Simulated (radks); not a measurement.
Charge is removed step by step from the 5s level of the tungsten ion W7+, starting from [Xe] 4f13. All-electron calculation, scalar-relativistic Kohn-Sham, PBE, spin-unpolarised, spherical densities, point nucleus. Program: a radial shooting solver on a logarithmic mesh with Libxc functionals.

| removed (e) | E - E(0) (eV) | eigenvalue (eV) | E minus straight line (eV) |
|---|---|---|---|
| 0 | 0.000 | -175.87 | 0.000 |
| 0.125 | 22.134 | -178.45 | -1.137 |
| 0.25 | 44.590 | -181.04 | -1.951 |
| 0.375 | 67.371 | -183.64 | -2.441 |
| 0.5 | 90.477 | -186.25 | -2.607 |
| 0.625 | 113.91 | -188.86 | -2.446 |
| 0.75 | 137.67 | -191.47 | -1.958 |
| 0.875 | 161.75 | -194.10 | -1.143 |
| 1 | 186.17 | -196.73 | 0.000 |

Removing the whole electron costs 186.17 eV by Delta-SCF, against 175.87 eV from minus the eigenvalue at the starting occupation. Slater's transition state (half an electron removed) gives 186.25 eV. Integrating minus the eigenvalue over the occupation (Janak's theorem) gives 186.26 eV. In this scalar-relativistic scheme the density is built from large components alone, so the theorem holds only approximately. The mean slope of the eigenvalue, de/dn, is 20.9 eV per electron.
